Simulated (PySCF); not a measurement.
Species: C3H3Cl3Si.
Geometry (PBE0-D3(BJ)/def2-SVP, Å), atoms numbered from 1 in this order:
```xyz
10
C3H3Cl3Si angstrom
C      1.7987   -0.4415   -0.1725
C      0.6248   -0.4106    0.3968
C     -0.5719   -0.3668    0.9301
Si    -2.0482    0.1061   -0.0638
Cl    -3.4229   -1.4157   -0.0788
Cl    -2.9570    1.7468    0.7653
Cl    -1.5186    0.5395   -1.9909
H      2.4353    0.4484   -0.1955
H      2.1724   -1.3572   -0.6412
H     -0.7122   -0.6081    1.9924
```

The calculation used core-valence-separated Tamm–Dancoff BHandHLYP/aug-pcX-1 (pcseg-1 on H, def2-SVPD on Si, def2-SVPD on Cl) in PySCF, non-relativistic, gas phase, PBE0-D3(BJ)/def2-SVP geometry. No empirical shift is added; at this level the pattern usually sits a few eV under experiment.

The lowest roots of each edge with f over 0.003 (five at most, numbered afresh; weaker and dark ones are left out), with transition dipoles (au) in the frame of the coordinates:

```tsv
root	edge	E (eV)	μx	μy	μz
1	C	282.82	-0.0140	-0.0968	-0.0235
2	C	283.06	-0.0115	-0.0778	-0.0193
3	C	283.15	-0.0361	0.0245	-0.0782
4	C	283.58	-0.0383	0.0260	-0.0844
5	C	284.85	-0.0029	-0.0202	-0.0048
```

What are the oscillator strengths?

f = (2/3) ΔE |μ|², with ΔE in hartree (27.2114 eV):

```json
{"root": "1", "ΔE (Eh)": "10.3935", "|μ|² (au)": "0.010118", "f": "0.070", "core hole on": "C2"}
{"root": "2", "ΔE (Eh)": "10.4021", "|μ|² (au)": "0.006558", "f": "0.046", "core hole on": "C3"}
{"root": "3", "ΔE (Eh)": "10.4055", "|μ|² (au)": "0.008019", "f": "0.056", "core hole on": "C1"}
{"root": "4", "ΔE (Eh)": "10.4213", "|μ|² (au)": "0.009266", "f": "0.064", "core hole on": "C2"}
{"root": "5", "ΔE (Eh)": "10.4680", "|μ|² (au)": "0.000439", "f": "0.003", "core hole on": "C1"}
```

Molecules are fixed in this frame and the field points along (1, 1, 0)/√2. What effective strengths 3 f cos²θ do the roots have (θ between field and μ)?

root 1 (C2): 0.128, root 2 (C3): 0.083, root 3 (C1): 0.001, root 4 (C2): 0.002, root 5 (C1): 0.006. Root 1 is the strongest. Averaged over all orientations cos²θ is 1/3, which gives f back.

